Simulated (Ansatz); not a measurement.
The cluster As₅⁺ was relaxed with PBE-D4 (def2-SVP) in Ansatz in these states: charge +1 quintet, charge +1 singlet, charge +1 triplet. The geometries follow in no particular order.

A:

```csv
atom,x (Å),y (Å),z (Å)
As1,-0.794,1.220,-0.378
As2,-0.187,-0.718,-1.923
As3,-0.703,-1.222,0.524
As4,1.497,0.002,-0.146
As5,0.187,0.718,1.923
```

B:

Cartesian coordinates in Å:
```
As 1.298 0.043 1.212
As 0.474 -1.682 -0.327
As 0.624 0.756 -1.180
As -1.610 -0.421 -0.621
As -0.786 1.305 0.917
```

C:

```xyz
5

As    0.366   -0.226    1.343
As    0.467   -1.956   -0.456
As    1.443    1.466   -0.147
As   -0.366    0.226   -1.343
As   -1.910    0.490    0.604
```

Judge from the bond lengths which geometry belongs to which state (an estimate).

A is the charge +1 triplet (As3–As5 2.552 Å, As2–As3 2.552 Å, As3–As4 2.605 Å); B is the charge +1 singlet (As3–As5 2.586 Å, As2–As3 2.587 Å, As3–As4 2.586 Å); C is the charge +1 quintet (As3–As5 3.572 Å, As2–As3 3.572 Å, As3–As4 2.498 Å).

At PBE0-D4/def2-TZVP a singlet lies 1.41 eV below the charge +1 triplet. At PBE0-D4/def2-TZVP a singlet lies 2.32 eV below the charge +1 quintet. These are the stationary points nearest to one start from a short search; other shapes may lie lower in each state.
